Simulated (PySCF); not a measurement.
## Computed vibrations of [TlF2]−

[TlF2]− (singlet). PySCF 2.14.0, RKS PBE0, Tl def2-SVP with ECP60, F def2-SVP; non-relativistic Hamiltonian with scalar-relativistic core potentials where named; density fitting; no spin-orbit coupling. Central differences of gradients.

```xyz
3

Tl    0.1762    0.1388    0.0000
F    -0.9507   -0.7490    1.6268
F    -0.9507   -0.7490   -1.6268
```

Run from Python with OMP_NUM_THREADS=2. Where DIIS fails, smearing, a level shift and second-order steps follow.
It took 5.3 s on 2 threads of Arm Neoverse V1, with other jobs on the host.

(1) What are the harmonic wavenumbers and infrared intensities?

(2) Is this a minimum?

## Answers

(1) Modes are labelled in C2v; negative numbers are unstable modes, those under 60 cm⁻¹ near the noise; a finer grid moves soft modes by up to 10 cm⁻¹.
| cm⁻¹ | km/mol | symmetry |
| --- | --- | --- |
| 151 | 7.5 | a1 |
| 421 | 107.1 | b2 |
| 438 | 102.1 | a1 |

(2) Yes. Ideal gas at 298.15 K and 1 bar: S = 296.3 J/(mol K), Cp = 53.0 J/(mol K), H − H(0 K) = 13.1 kJ/mol (rigid rotor, harmonic modes, spin degeneracy alone).
